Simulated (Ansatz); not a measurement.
Reaction (isomerisation): `BCO/C=N/C` → `B/N=C\OCC`

Program: Ansatz. Geometries: PBE0-D4/def2-TZVP. ΔE: electronic, gas phase. CBS: MP2 limit from def2 TZ/QZ plus the TZ coupled-cluster correction, frozen cores. Double bonds are as drawn, so ΔE can hold a change between cis and trans. Functionals use def2-TZVPP. Each species was taken in one conformer, which may not be the lowest.

```tsv
level	ΔE (kcal/mol)
ωB97X-V	-29.7
MP2/def2-QZVPP	-31.0
```

Question: What does CCSD(T)/CBS give? (Best estimate.)

Answer: Computed: -30.5 kcal/mol. The listed levels differ from it by 0.8, -0.5 kcal/mol.

Largest T1 diagnostic among the species: 0.014.

From PBE to PBE0 (25 % exact exchange), in def2-TZVPP and without D4, ΔE moves by +1.3 kcal/mol. In def2-TZVPP, CCSD(T) changes the Hartree–Fock value by −1.9 kcal/mol (the triples alone add −0.4 kcal/mol) and MP2 by −2.4 kcal/mol.
